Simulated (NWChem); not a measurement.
**Ionisation of chlorotrifluoromethane (CClF₃)**

```
C
F 1 1.3185
F 1 1.3185 2 108.81
F 1 1.3185 2 108.81 3 118.41
Cl 1 1.7597 2 110.13 4 120.79
```
Charge 0, spin multiplicity 1.

Program: NWChem. The geometry was optimised at PBE0/def2-SVP, a minimum by its harmonic frequencies.

Basis set: def2-TZVP. The species with one electron less has spin multiplicity 2 and keeps the geometry of the parent. Δ marks differences of total energies (open shells unrestricted; coupled cluster on restricted open-shell references). −ε marks an orbital energy of the parent. That orbital need not have the symmetry of the hole or added electron in the Δ rows.

The correlated methods keep 9 core orbitals frozen. B3LYP has NWChem's definition, with VWN1-RPA local correlation. No SCF solution was tested for a lower state.

One of these methods gave a first vertical ionisation energy of 8.42 eV. Which?
A. −ε(HOMO) of PBE
B. −ε(HOMO) of HF
C. −ε(HOMO) of B3LYP
D. ΔB3LYP

A, −ε(HOMO) of PBE. The others give 9.74 (−ε(HOMO) of B3LYP), 13.74 (−ε(HOMO) of HF), 12.88 (ΔB3LYP).
